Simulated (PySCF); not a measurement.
Compound: C₇H₄FNSe.
Structure used (PBE0-D3(BJ)/def2-SVP), in Å, numbered top down from 1:
```
atom  x, y, z in Å
N1     3.6168    0.0096   -1.3111
C2     2.9720   -0.4245   -0.4472
Se3    2.0297   -1.1381    0.9598
C4     0.2806   -0.6063    0.3704
C5    -0.5114   -1.5033   -0.3499
C6    -1.7902   -1.1308   -0.7538
C7    -2.2543    0.1394   -0.4297
F8    -3.4709    0.5010   -0.8148
C9    -1.4795    1.0434    0.2895
C10   -0.2041    0.6631    0.6944
H11   -0.1262   -2.4933   -0.6017
H12   -2.4314   -1.8086   -1.3199
H13   -1.8837    2.0300    0.5220
H14    0.4192    1.3590    1.2592
```

Computed with PySCF at B3LYP/def2-SVPD, non-relativistic, on one gas-phase PBE0-D3(BJ)/def2-SVP geometry that isn't relaxed in the solvent. The solvent is an IEF-PCM continuum (Bondi radii, 1.10 Å for H, scaled by 1.2), and excitations are vertical TDDFT with non-equilibrium linear response and a frozen core. Specific hydrogen bonds and non-electrostatic terms are outside this model. Spin–orbit coupling is left out although an atom past zinc is present.

Gas-phase singlets (H = HOMO, L = LUMO):

```tsv
state	E (eV)	λ (nm)	f	leading configuration
S1	4.625	268	0.001	H→L 70%
S2	4.877	254	0.002	H→L+2 68%
S3	5.010	247	0.004	H→L+1 94%
S4	5.255	236	0.001	H-1→L+1 57%
S5	5.568	223	0.035	H-1→L+2 64%
```

Problem. Give the list for chloroform (ε = 4.711), n² = 2.09.

Solution. 
| state | E (eV) | λ (nm) | f | leading configuration | change by rank (eV) |
| --- | --- | --- | --- | --- | --- |
| S1 | 4.696 | 264 | 0.001 | H→L 44% | +0.071 |
| S2 | 4.949 | 251 | 0.004 | H→L 52% | +0.072 |
| S3 | 5.199 | 238 | 0.004 | H→L+1 42% | +0.189 |
| S4 | 5.308 | 234 | 0.006 | H-1→L+1 32% | +0.053 |
| S5 | 5.434 | 228 | 0.024 | H-1→L+2 62% | -0.134 |

Problem. What are the lowest 5 singlets in acetone (ε = 20.49)?

Solution. 
```tsv
state	E (eV)	λ (nm)	f	leading configuration	change by rank (eV)
S1	4.707	263	0.001	H→L+1 55%	+0.082
S2	4.966	250	0.004	H→L 60%	+0.089
S3	5.219	238	0.002	H→L+2 33%	+0.209
S4	5.351	232	0.008	H→L+2 57%	+0.096
S5	5.401	230	0.015	H-1→L+1 58%	-0.167
```

Problem. The ground-state energy changes by -0.306 eV from gas to acetone. By how much does the total energy of gas-phase S3 change?

Solution. E(S3) = E(S0) + excitation energy, so it changes by -0.306 + 0.341 = +0.035 eV: it isn't lowered at all, while the ground state is. This is the vertical state, with the slow part of the continuum still set for S0.

Problem. How do the frontier levels move from gas to acetone?

Solution. 
| orbital | gas (eV) | solvent (eV) | change (eV) |
| --- | --- | --- | --- |
| LUMO+2 | -1.25 | -1.11 | +0.14 |
| LUMO+1 | -1.50 | -1.17 | +0.33 |
| LUMO | -1.61 | -1.32 | +0.29 |
| HOMO | -7.30 | -7.22 | +0.08 |
| HOMO-1 | -7.79 | -7.50 | +0.29 |
| HOMO-2 | -8.14 | -7.75 | +0.39 |
| HOMO-3 | -9.26 | -9.33 | -0.07 |

The HOMO–LUMO gap goes from 5.69 to 5.90 eV. Rows go by rank; for LUMO, LUMO+1 and LUMO+2 the atom shares or the degeneracy differ between the runs, so the row needn't follow one orbital.
